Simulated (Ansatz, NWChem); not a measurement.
**Heat of formation of BHOF2 (difluorohydroxyborane) from total energies**

BHOF2: 5 atoms, total charge 0, spin state singlet. As SMILES, `OB(F)F`. The coordinates come from a PBE0-D4/def2-TZVP relaxation.

Total energies at HF/def2-SVPD (NWChem 7.3.0); the atoms run unrestricted:

```tsv
species	state	energy (Eh)
BHOF2	singlet	-298.976110
O	triplet	-74.724233
B	doublet	-24.501423
F	doublet	-99.289600
H	doublet	-0.499278
```

Harmonic wavenumbers at PBE0-D4/def2-TZVP, in cm⁻¹: 443, 478, 542, 687, 893, 1005, 1451, 1509, 3902.

Measured heats of formation of the gaseous atoms at 298.15 K, in kJ/mol: O 249.2, B 570.3, F 79.4, H 218.0. Spin-orbit lowering of the atoms at 298 K (mean of the ground term's levels less their thermal mean, from spectra), in kJ/mol: O 0.40, B 0.00, F 1.29. Take 1 Eh = 2625.50 kJ/mol, 1 cm⁻¹ = 0.0119627 kJ/mol, RT = 2.479 kJ/mol.

Q: What heat of formation follows?

A: 
1. Electronic atomisation energy: (-74.724233) + (-24.501423) + 2 × (-99.289600) + (-0.499278) − (-298.976110) = 0.671976 Eh = 1764.3 kJ/mol.
2. Zero-point energy: half the sum of the wavenumbers, 5455 cm⁻¹ = 65.3 kJ/mol.
3. Thermal vibrational enthalpy, Σ hcν̃/(exp(hcν̃/kT) − 1): 2.4 kJ/mol. Translation, rotation and pV of a non-linear molecule: 4 RT = 9.9 kJ/mol.
4. The 5 free atoms carry 5/2 RT each: 31.0 kJ/mol.
5. Spin-orbit coupling lowers the free atoms by 0.40 + 0.00 + 2 × 1.29 = 3.0 kJ/mol.
6. Atomisation enthalpy at 298 K: 1764.3 − 3.0 − 65.3 − 2.4 − 9.9 + 31.0 = 1714.7 kJ/mol.
7. Sum of the atoms' heats of formation: 1196.3 kJ/mol. Heat of formation: 1196.3 − 1714.7 = -518.4 kJ/mol.

The tabulated value is -1083.7 kJ/mol (NIST-JANAF tables; in doubt, as an older value, an estimate or one at odds with other calculations), so this level is off by +565.3 kJ/mol, or 24.8 % of the atomisation enthalpy that the table implies (2279.9 kJ/mol). Hartree–Fock leaves out correlation, which is larger in the molecule than in the atoms, so it underbinds and puts the heat of formation too high. Anharmonicity and any spin-orbit splitting of the molecule are left out.
